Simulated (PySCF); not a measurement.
Input file for PySCF: U-HF/LANL2DZ on FHPb (SMILES [F][PbH]), a point of a bond scan (R = 2.483 Å).

```python
from pyscf import gto, scf, dft, mp
from pyscf.data.elements import chemcore

mol = gto.M(
    atom='''
    Pb   -0.06389622   -0.11971905    0.14987185
    H    -1.03984583   -1.07338678   -1.12734692
    F     0.85002402    1.47599030   -1.51826033
    ''',
    basis='lanl2dz',
    ecp={'Pb': 'lanl2dz'},
    charge=0, spin=0, verbose=3, max_memory=1800)
mf = scf.UHF(mol)
mf.conv_tol = 1e-8
mf.max_cycle = 100
mf.init_guess_breaksym = True
mf.kernel()
if not mf.converged:
    mf = mf.newton().run(mf.mo_coeff, mf.mo_occ)
for _ in range(4):
    mo, _, stable, _ = mf.stability(return_status=True)
    if stable:
        break
    mf.kernel(mf.make_rdm1(mo, mf.mo_occ))
```

Program output:

```
converged SCF energy = -103.344557830814  <S^2> = 1.1176073e-08  2S+1 = 1
<class 'pyscf.scf.uhf.UHF'> wavefunction is stable in the internal stability analysis
```

The run converged.

Cost: about 0.27 core-seconds (a rough figure).
